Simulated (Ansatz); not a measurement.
Ligand-field states of CrF2 at its B3LYP-D4/def2-TZVP geometry (relaxed as a quintet).

```
atom    x (Å)    y (Å)    z (Å)
 Cr1  -0.0613   0.4149   0.0921
  F2  -1.4187  -0.5786   0.6620
  F3   1.4800   0.1636  -0.7541
```

CASSCF(4,5) on the Cr 3d shell in def2-TZVP, averaged with equal weights over 5 quintets and 12 triplets and 6 singlets, then SC-NEVPT2; Ansatz, no spin–orbit coupling. The space holds no ligand orbitals and no second d shell, so covalent complexes are described poorly.

(1) Estimate the states' energies above the lowest.

Answers

(1) 
| state | CASSCF (eV) | NEVPT2 (eV) |
| --- | --- | --- |
| quintet 1 | 0.00 | 0.00 |
| quintet 2 | 0.04 | 0.29 |
| quintet 3 | 0.59 | 0.58 |
| quintet 4 | 1.40 | 1.49 |
| quintet 5 | 1.41 | 1.49 |
| triplet 1 | 2.22 | 2.09 |
| triplet 2 | 2.22 | 2.09 |
| triplet 3 | 2.36 | 2.04 |
| triplet 4 | 2.37 | 2.03 |
| triplet 5 | 2.47 | 2.26 |
| triplet 6 | 2.47 | 2.29 |
| triplet 7 | 2.52 | 2.29 |
| triplet 8 | 2.53 | 2.56 |
| triplet 9 | 2.53 | 2.56 |
| triplet 10 | 2.60 | 2.41 |
| triplet 11 | 2.60 | 2.39 |
| triplet 12 | 2.64 | 2.44 |
| singlet 1 | 3.39 | 3.36 |
| singlet 2 | 3.39 | 3.36 |
| singlet 3 | 3.46 | 3.24 |
| singlet 4 | 3.46 | 3.24 |
| singlet 5 | 3.55 | 3.11 |
| singlet 6 | 3.60 | 3.24 |
The lowest NEVPT2 state is a quintet. Hardware: 2 threads of Arm Neoverse V2 on a shared host. Wall time 8.5 s.
